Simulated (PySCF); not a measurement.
Input of a run (PBE0-D3(BJ)/def2-SVP geometry optimisation, gas phase (PySCF 2.14.0)), started from GFN2-xTB:
```
{"job": {"xc": "PBE0", "basis": "def2-SVP", "d3": "d3bj", "grid": 1, "kind": "geom"}, "charge": 0, "multiplicity": 1}
N      2.967061     1.256730    -0.335298
C      1.951515     0.777660    -0.101315
C      0.700379     0.203512     0.183609
C     -0.527592     0.974630     0.675751
C     -1.422100     0.094294    -0.220768
C     -0.192752    -0.669696    -0.691791
C      0.517030    -1.264767     0.474553
H     -0.704224     0.905907     1.748755
H     -0.518327     2.021282     0.380763
H     -1.908910     0.654431    -1.015415
H     -2.166593    -0.509555     0.297660
H     -0.020109    -0.995502    -1.704250
H     -0.038490    -1.547648     1.357302
H      1.362436    -1.901751     0.257913
```

Output (energies in Eh, forces in Eh/bohr):
```
step   0  E = -286.99062329  max force = 0.029364
step   1  E = -286.99249322  max force = 0.002311
step   2  E = -286.99251308  max force = 0.000413
step   3  E = -286.99251622  max force = 0.000235
optimisation converged
```

Task: Summarise the run.

Result: The energy falls by 0.052 eV over 4 energy and gradient evaluations, the largest force component goes from 0.0294 to 2.3e-04 Eh/bohr, and the atoms move by 0.025 Å rms after alignment. The bond that changes most is C2–C3 (nitrile carbon to sp3 carbon at a ring junction), which lengthens by 0.023 Å. Bonds longer at the end by more than 0.005 Å: 11 of 15; shorter: 0. The energy never rose by more than 1e-6 Eh on the way. The first step brought 99 % of the lowering.

Task: What are the final bond lengths?

Result: N1≡C2 1.160 Å, C2–C3 1.429 Å, C3–C4 1.531 Å, C4–C5 1.551 Å, C5–C6 1.524 Å, C6–C7 1.487 Å, C3–C6 1.536 Å, C3–C7 1.505 Å, C4–H8 1.101 Å, C4–H9 1.098 Å, C5–H10 1.098 Å, C5–H11 1.101 Å, C6–H12 1.092 Å, C7–H13 1.096 Å, C7–H14 1.092 Å. Numbering counts from 1 in the input's order; the species is `N#C[C@@]12CC[C@@H]1C2`.

The run used 133 basis functions and 27 SCF cycles in all.

No frequency check.
